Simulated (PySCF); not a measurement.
Species: C3H6O2Si.
Structure used (GFN2-xTB), in Å, numbered top down from 1:
```xyz
12
C3H6O2Si angstrom
O      3.282    0.307    0.293
C      2.253    0.087   -0.289
Si     0.593   -0.262    0.601
C     -0.934    0.811    0.180
C     -1.489   -0.499   -0.382
O     -0.343   -1.348   -0.229
H      2.251    0.077   -1.402
H      0.795   -0.593    2.006
H     -0.816    1.581   -0.575
H     -1.507    1.214    1.007
H     -1.770   -0.466   -1.435
H     -2.313   -0.910    0.200
```

Definitions: NICS(0) = −σiso at the ring centroid; NICS(1) = −σiso and NICS(1)zz = −σzz at ±1 Å along the ring normal z. Level: GIAO PBE0/pcSseg-1 (PySCF, non-relativistic, gas phase) on the GFN2-xTB geometry, one conformer.

Ring bond lengths (Å), with Mayer bond orders in brackets: Si3–C4 1.913 (0.92), C4–C5 1.530 (1.00), C5–O6 1.434 (0.88), O6–Si3 1.657 (1.02).

Q: Give the NICS values of each ring in ppm.

A: 
```
        ring                                                    type  NICS(0)  NICS(1), two faces  NICS(1)zz, two faces  rms pucker (Å)  centre to ring atoms, mean (Å)
Si3–C4–C5–O6  4-membered ring with O and Si; formal bonds all single     -0.6           1.0 / 0.3             3.6 / 2.8            0.04                            1.15
```

Q: What can be read from them?

A: 
- Si3–C4–C5–O6: mean NICS(1)zz 3.2 ppm, deshielded. Si3, C4, C5 have four or more neighbours, and the NICS criterion for π rings isn't applied.

Q: What are the shieldings of the ring atoms and their hydrogens in the same run (means over atoms taken as equivalent)?

A: 
| atoms | environment | σ isotropic (ppm) | principal values of the symmetric part, first atom (ppm) |
| --- | --- | --- | --- |
| Si3 | oxygen-bound silicon | 350.3 | 276.8, 356.6, 417.6 |
| C4 | sp3 carbon bound to silicon | 166.3 | 128.7, 170.4, 199.8 |
| C5 | sp3 carbon bound to oxygen | 113.9 | 79.5, 96.7, 165.4 |
| O6 | silyl ether oxygen | 272.2 | 211.3, 265.9, 339.2 |
| H8 | Si–H hydrogen | 26.42 | 23.4, 24.6, 31.3 |
| H9 | methylene hydrogen | 29.25 | 25.9, 27.8, 34.0 |
| H10 | methylene hydrogen | 29.59 | 26.3, 27.5, 34.9 |
| H11 | methylene hydrogen | 26.70 | 22.7, 25.9, 31.5 |
| H12 | methylene hydrogen | 26.57 | 23.2, 25.9, 30.6 |

Time: 32 s of wall time (with the writing of density and orbital grids); peak memory 0.67 GiB. Hardware: one thread, Arm Neoverse N1 (aarch64), shared host with 64 logical CPUs at a one-minute load of 57. This is the whole shielding run at PBE0/pcSseg-1, SCF included.
